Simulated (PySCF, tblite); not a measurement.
A set of runs on `[H]/N=C\C(Br)=C\C(=C)C#N`; the geometry of each is named by its level. Settings lines and outputs come from a driver script.

C6H5BrN2.
Atom-mapped SMILES: `[H]/[N:9]=[CH:8]\[C:6](=[CH:5]\[C:2](=[CH2:1])[C:3]#[N:4])[Br:7]` (hydrogens: H10, H11 on C1; H12 on C5; H13 on C8; H14 on N9)

Step 1: GFN2-xTB geometry optimisation, gas phase (tblite 0.8.0) (from a force-field or distance-geometry start)
```json
{"job": {"kind": "relax", "xc": "GFN2-xTB", "basis": "xTB"}, "charge": 0, "multiplicity": 1}
```
```
step      E/eV     max force
  0    -685.33633    3.042
  1    -685.18937   10.350
  2    -685.47632    2.026
...
 31    -685.55455    0.016
 32    -685.55458    0.015
 33    -685.55460    0.013
 34    -685.55462    0.015
 35    -685.55464    0.008
```

Energy lowered by 5.0 kcal/mol over 35 steps; largest atomic force 0.008 eV/Å at the end. «max force» is the largest atomic force in eV/Å.

Time: 0.21 s of wall time. Hardware: one thread of an Arm Neoverse V2, shared host with 192 logical CPUs at a one-minute load of 68.

Step 2: GFN2-xTB harmonic vibrations, gas phase (tblite 0.8.0) (on the GFN2-xTB geometry)
```json
{"job": {"kind": "ir", "xc": "GFN2-xTB", "basis": "xTB"}, "charge": 0, "multiplicity": 1}
```
```
(table of modes left out)
```

36 modes from 18 to 3298 cm⁻¹ (unscaled, harmonic); zero-point energy 58.4 kcal/mol; all wavenumbers are real at this level.

On Arm Neoverse V2, one thread, no GPU, shared host with 192 logical CPUs at a one-minute load of 68, this took 0.42 s wall.

Step 3: TDDFT wB97X-D/def2-SVPD, vertical, gas phase, core orbitals frozen in the response (PySCF 2.14.0, density-fitted response routines) (on the GFN2-xTB geometry)
```json
{"job": {"kind": "uv", "xc": "wB97X-D", "basis": "def2-SVPD", "nstates": 8, "ntriplets": 3}, "charge": 0, "multiplicity": 1}
```
```
...
Static polarisability (au): isotropic 112.420, principal 62.760 111.482 163.017
Singlet excitations
state   eV       nm        f      main configurations
  1   4.3856    282.7   0.00220   H-1->L 0.77, H-1->L+1 0.16
  2   4.6747    265.2   0.55282   H->L 0.96
  3   5.1755    239.6   0.00000   H-2->L 0.94
  4   5.7361    216.1   0.00009   H->L+2 0.87
  5   5.9965    206.8   0.15120   H-3->L 0.89
  6   6.1143    202.8   0.02746   H->L+1 0.86, H-4->L 0.09
  7   6.3713    194.6   0.13960   H-4->L 0.69, H-2->L+2 0.10
  8   6.3760    194.5   0.00147   H-5->L 0.53, H-2->L+1 0.31, H-5->L+1 0.09
Triplet excitations (Tamm-Dancoff, eV): 2.6256 3.7616 4.1242
```

HOMO -9.27 eV, LUMO -1.20 eV; lowest singlet 4.39 eV; lowest triplet 2.63 eV (Tamm–Dancoff); mean polarisability 112.4 au.

Hardware: one thread of an Arm Neoverse V2, no GPU, shared host with 192 logical CPUs at a one-minute load of 60. Cost: 61 s wall, 1.1 GiB resident at most.

Geometry of the electronic-property runs (GFN2-xTB):
```
atom  x, y, z in Å
C1    -1.8580   -0.1348    1.8642
C2    -1.2909   -0.2520    0.6499
C3    -2.1178   -0.7712   -0.3851
N4    -2.8696   -1.1969   -1.1368
C5     0.0854    0.1344    0.4304
C6     0.8393    0.1007   -0.6832
Br7    0.2121   -0.5171   -2.3724
C8     2.2373    0.5532   -0.6625
N9     3.0696    0.5868   -1.5982
H10   -2.8814   -0.4205    2.0348
H11   -1.3068    0.2486    2.7062
H12    0.5723    0.5110    1.3233
H13    2.5778    0.9036    0.3086
H14    2.7301    0.2536   -2.5014
```

 (This holds for the electronic-property runs.)

One conformer stands for the species.

Note: wB97X-D ran without an empirical dispersion term, which enters the total energy and its gradient alone.
